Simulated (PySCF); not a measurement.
Numbering as in the mapped SMILES `[CH3:1][CH:2]([CH3:3])[Si@H:4]([OH:5])[C:6]#[C:7][SiH3:8]`; H(Xn) means a hydrogen on atom n.

Computational details: σ from GIAO-PBE0/pcSseg-1, PBE0-D3(BJ)/def2-SVP geometry, in PySCF 2.14 (isolated molecule, one conformer, no relativistic terms, fast rotation and ring inversion assumed for equivalent nuclei).

Task: Predict the 2D correlation tables (HSQC, COSY, HMBC).

Result: 

HSQC (one-bond C–H):
```tsv
δH	δC
1.05 (H(C3))	16.3 (C3)
0.95 (H(C1))	15.7 (C1)
0.82 (H(C2))	17.4 (C2)
```

COSY cross peaks (H two or three bonds apart, from the bond graph; peaks can be absent where the dihedral angle is near 90°):
```tsv
δH	δH
4.75 (H(Si4))	0.82 (H(C2))
1.05 (H(C3))	0.82 (H(C2))
0.95 (H(C1))	0.82 (H(C2))
```

HMBC (two and three bonds, from the bond graph):
```tsv
δH	δC
4.75 (H(Si4))	122.4 (C6), 110.6 (C7), 17.4 (C2), 16.3 (C3), 15.7 (C1)
4.17 (H(Si8))	122.4 (C6), 110.6 (C7)
1.05 (H(C3))	17.4 (C2), 15.7 (C1)
0.95 (H(C1))	17.4 (C2), 16.3 (C3)
0.82 (H(C2))	122.4 (C6), 16.3 (C3), 15.7 (C1)
```

References, each an isolated molecule treated in the same way: 1H (σ = 31.27 ppm), 13C (σ = 184.41 ppm) vs TMS.

Short H···H contacts in this conformer between protons four or more bonds apart (candidates for NOE cross peaks, intensity ∝ r⁻⁶): H(C1)···H(C3) 2.59 Å.

OH/NH shifts are gas-phase values; hydrogen bonding in solution moves them, usually downfield. Shifts are as computed. Against solution values, carbons near 30 ppm lie about +2 ppm off and those near 130 ppm about +5 ppm. Of 1309 compounds with measured shifts, 239 miss one by over three times the rms of a fit or turn the order of signals round; such compounds aren't used in these exercises.
